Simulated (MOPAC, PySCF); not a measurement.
Dissociation curve of SMILES S[SiH3] (H4SSi). The Si1–S5 bond (Si1 also carries H, H, H; S5 carries H) is stretched with both fragments frozen at the PBE0/def2-TZVP optimised geometry. Each curve is given relative to its own lowest point near equilibrium.

```
R / Å      A      B      C
-----  -----  -----  -----
1.73   1.628  2.680  3.810
1.81   1.029  1.557  2.393
1.93   0.469  0.560  1.054
2.03   0.206  0.156  0.436
2.10   0.092  0.029  0.188
2.14   0.047  0.000  0.098
2.22   0.000  0.013  0.007
2.28   0.002  0.072  0.000
2.37   0.067  0.216  0.064
2.48   0.247  0.452  0.229
2.66   0.732  0.909  0.627
2.90   1.552  1.547  1.273
3.24   2.685  2.364  2.225
3.49   3.388  2.862  2.876
3.89   4.255  3.480  3.775
4.29   4.852  3.916  4.491
4.73   5.287  4.241  5.093
5.29   5.633  4.497  5.632
5.83   5.844  4.642  5.972
6.38   6.026  4.731  6.200
7.49   6.209  4.826  6.470
```

Energies in eV.

Problem. Match the curves with the methods MOPAC with PM3, restricted, heats of formation; restricted Hartree-Fock/3-21G (PySCF 2.14.0); restricted B3LYP/6-311+G**, spherical d (PySCF).

Solution. A is PM3; B is RKS-B3LYP/6-311+G**; C is RHF/3-21G.

The restricted form behind PM3, RHF/3-21G, RKS-B3LYP/6-311+G** keeps the bonding electrons paired and can't separate into open-shell fragments.
